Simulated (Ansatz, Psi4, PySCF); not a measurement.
Gas-phase reaction in SMILES: [SiH2]=C (CH4Si) → C=[SiH2] (CH4Si) as doublet, charge -1 (an electron is taken up)

Wanted: adiabatic electron affinity (0 K, with zero-point energies), in eV. Positive where the reaction releases energy. Set-up: open shells spin-unrestricted; 6-311+G** with 5d, 6d on Na to Ar in Ansatz (an electronic-structure program); non-relativistic; spin-orbit terms left out; no dispersion term unless named; frozen cores in correlated levels; LANL2DZ with its own core potentials from Na on; six Cartesian d functions in 6-31G* and its kin unless marked 5d. Ab initio and DFT rows: single points at B3LYP-D3(BJ) geometries (Ansatz), with unscaled harmonic terms from B3LYP/6-31G* at its own minima. Sets without +, aug- or the D of def2-TZVPD hold no diffuse functions, which anions need. The Hartree-Fock reference of C=[SiH2] (CH4Si) is unstable towards a lower, spin-broken solution. The spin state of an ion or metal species was assumed, not searched.

```tsv
level	program	adiabatic electron affinity (0 K, with zero-point energies) (eV)
HF/3-21G	Ansatz	-0.44
HF/6-31G*	Ansatz	-0.50
PBE/STO-3G	Ansatz	-4.60
BLYP/6-31G*	Ansatz	-0.40
BP86/def2-SVP	PySCF	-0.02
B3LYP/STO-3G	Ansatz	-4.37
B3LYP/3-21G	Ansatz	-0.29
B3LYP/LANL2DZ	Ansatz	-0.17
B3LYP/6-31G*	Ansatz	-0.20
PBE0/6-31G*	Ansatz	-0.15
PBE0/6-311+G**	Ansatz	0.26
M06-2X/6-311+G**	PySCF	0.11
wB97X-D/6-31G*	Psi4	-0.19
MP2/STO-3G	Ansatz	-5.82
B2PLYP-D3(BJ)/def2-TZVPD	Ansatz + dftd3	0.04
```

No value to compare with is used here. The 14 habitual levels span -5.82 (MP2/STO-3G) to 0.26 eV (PBE0/6-311+G**); B2PLYP-D3(BJ)/def2-TZVPD gives 0.04.

The levels are drawn from those run, B3LYP/6-31G* more often than the rest, none by its result; runs whose electronic state is in doubt are left out.
